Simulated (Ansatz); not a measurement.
Input file for CH₆BNSi:

```yaml
crystal:
  periodic: [false, false, false]
  atoms:
    - {symbol: B, position_ang: [-1.143596, 0.276802, -0.747974]}
    - {symbol: Si, position_ang: [0.448451, 1.284113, 0.474779]}
    - {symbol: C, position_ang: [0.465181, -0.564666, 0.999469]}
    - {symbol: N, position_ang: [0.032154, -0.503974, -0.377190]}
    - {symbol: H, position_ang: [-1.276262, 0.554041, -1.900228]}
    - {symbol: H, position_ang: [-2.035894, 0.298328, 0.047566]}
    - {symbol: H, position_ang: [1.788793, 1.293776, -0.236857]}
    - {symbol: H, position_ang: [1.393301, -1.106256, 1.142050]}
    - {symbol: H, position_ang: [-0.333107, -0.877354, 1.666303]}
    - {symbol: H, position_ang: [0.743879, -0.706009, -1.064917]}
basis:
  gaussian: {orbitals: def2-SVP}
correlation: {method: ccsd_t}
```

```sh
$ ansatz run in.yaml --threads 2 --pin off --events-out ev --progress --plain --max-ram 4352MiB
```

Output of Ansatz, abridged:

```
Functional definition: HF
909 factors; integrals over basis functions are off by at most 1.2e-3 eV
mean field evaluation 1: about -11132.5204 eV, gradient 2.5e1 eV
mean field evaluation 2: about -11132.5885 eV, gradient 2.5e1 eV
mean field evaluation 4: about -11134.6587 eV, gradient 4.4e0 eV
mean field evaluation 8: about -11134.7247 eV, gradient 1.2e-3 eV
mean field -11134.72466648 eV, -409.1935841057 hartree, gradient 3.6e-6 eV, S^2 0.000000; 0 other end points of the search recorded, 0 dependent functions left out
8 core orbitals not correlated: weight in the atoms' cores, before any rotation towards them, 1.000 or more for the frozen orbitals, at most 0.000 for the correlated occupied ones
reference -11134.72466648 eV, -409.1935841057 hartree; 11, 11 occupied and 71, 71 virtual orbitals, 909 factors
second order -13.70032060 eV of doubles, -0.00000000 eV of singles
cycle   1  -14.40318423 eV  change   -7.0e-1 eV  update   1.0e-1
cycle   2  -14.87189165 eV  change   -4.7e-1 eV  update   3.1e-2
cycle   3  -14.97006653 eV  change   -9.8e-2 eV  update   1.7e-2
cycle   4  -14.96253486 eV  change    7.5e-3 eV  update   5.4e-3
cycle   5  -14.96230127 eV  change    2.3e-4 eV  update   2.6e-3
cycle   6  -14.96195667 eV  change    3.4e-4 eV  update   8.9e-4
cycle   7  -14.96153732 eV  change    4.2e-4 eV  update   2.7e-4
cycle   8  -14.96158939 eV  change   -5.2e-5 eV  update   1.3e-4
cycle   9  -14.96159411 eV  change   -4.7e-6 eV  update   4.1e-5
cycle  10  -14.96158472 eV  change    9.4e-6 eV  update   1.7e-5
perturbative correction -0.54739421 eV, -0.0201163662 hartree
Total energy: -11150.23364541 eV, -409.7635285691 hartree
```

It took 3.4 s on 2 threads of an Arm Neoverse V1 on a shared host, with 0.31 GiB of host memory at the peak.

MP2 recovers 88.3 % of the CCSD(T) correlation energy and the triples give 3.5 %; T1 = 0.0157.
